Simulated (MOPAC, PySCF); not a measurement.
[Nb(F)(NH2)4], neutral singlet in the gas phase. 

Z-matrix (Å, degrees):
```
Nb
F 1 1.9265
N 1 1.9690 2 103.18
H 3 1.0194 1 124.60 2 83.63
H 3 1.0194 4 109.63 1 169.82
N 1 1.9979 2 82.05 3 113.63
H 6 1.0166 1 125.92 2 166.24
H 6 1.0193 7 111.06 1 162.17
N 1 1.9980 2 82.04 8 130.19
H 9 1.0166 1 125.91 2 -167.09
H 9 1.0193 10 111.08 1 -162.69
N 1 2.0021 2 160.16 8 64.59
H 12 1.0191 1 122.99 2 -179.32
H 12 1.0195 13 108.61 1 -179.67
```
Charge 0, spin multiplicity 1.

All levels are single points at this geometry (r2SCAN-D4/def2-SVP); Pople sets use spherical d functions. Orbital energies aren't observables, and empty levels follow the basis.

```json
[
 {"level": "B3LYP-D3(BJ)/def2-TZVP in PySCF", "HOMO (eV)": "-6.91", "LUMO (eV)": "-1.44", "gap (eV)": "5.47", "dipole (D)": "3.05", "vertical IE, Delta-SCF (eV)": "–"},
 {"level": "PBE-D3(BJ)/def2-TZVP in PySCF", "HOMO (eV)": "-5.75", "LUMO (eV)": "-2.01", "gap (eV)": "3.74", "dipole (D)": "2.96", "vertical IE, Delta-SCF (eV)": "–"},
 {"level": "TPSSh-D3(BJ)/def2-TZVP in PySCF", "HOMO (eV)": "-6.36", "LUMO (eV)": "-1.62", "gap (eV)": "4.74", "dipole (D)": "3.00", "vertical IE, Delta-SCF (eV)": "–"},
 {"level": "B3LYP/6-311+G** (LANL2DZ on Nb) in PySCF", "HOMO (eV)": "-7.01", "LUMO (eV)": "-1.86", "gap (eV)": "5.15", "dipole (D)": "3.30", "vertical IE, Delta-SCF (eV)": "–"},
 {"level": "B3LYP/6-31G* (LANL2DZ on Nb) in PySCF", "HOMO (eV)": "-6.50", "LUMO (eV)": "-1.20", "gap (eV)": "5.30", "dipole (D)": "3.05", "vertical IE, Delta-SCF (eV)": "8.56"},
 {"level": "B3LYP/LANL2DZ in PySCF", "HOMO (eV)": "-6.68", "LUMO (eV)": "-1.39", "gap (eV)": "5.29", "dipole (D)": "3.51", "vertical IE, Delta-SCF (eV)": "–"},
 {"level": "BP86/6-31G* (LANL2DZ on Nb) in PySCF", "HOMO (eV)": "-5.44", "LUMO (eV)": "-1.82", "gap (eV)": "3.62", "dipole (D)": "2.94", "vertical IE, Delta-SCF (eV)": "–"},
 {"level": "M06-2X/6-31G* (LANL2DZ on Nb) in PySCF", "HOMO (eV)": "-8.22", "LUMO (eV)": "-0.15", "gap (eV)": "8.07", "dipole (D)": "3.12", "vertical IE, Delta-SCF (eV)": "–"},
 {"level": "PBE/6-31G* (LANL2DZ on Nb) in PySCF", "HOMO (eV)": "-5.33", "LUMO (eV)": "-1.72", "gap (eV)": "3.61", "dipole (D)": "2.93", "vertical IE, Delta-SCF (eV)": "–"},
 {"level": "SVWN5/6-31G* (LANL2DZ on Nb) in PySCF", "HOMO (eV)": "-5.48", "LUMO (eV)": "-1.82", "gap (eV)": "3.65", "dipole (D)": "3.02", "vertical IE, Delta-SCF (eV)": "–"},
 {"level": "HF/6-31G* (LANL2DZ on Nb) in PySCF", "HOMO (eV)": "-10.32", "LUMO (eV)": "1.95", "gap (eV)": "12.27", "dipole (D)": "3.12", "vertical IE, Delta-SCF (eV)": "–"},
 {"level": "PM6 in MOPAC", "HOMO (eV)": "-8.71", "LUMO (eV)": "1.36", "gap (eV)": "10.06", "dipole (D)": "3.85", "vertical IE, Delta-SCF (eV)": "–"},
 {"level": "PM7 in MOPAC", "HOMO (eV)": "-8.44", "LUMO (eV)": "1.77", "gap (eV)": "10.20", "dipole (D)": "4.48", "vertical IE, Delta-SCF (eV)": "–"}
]
```
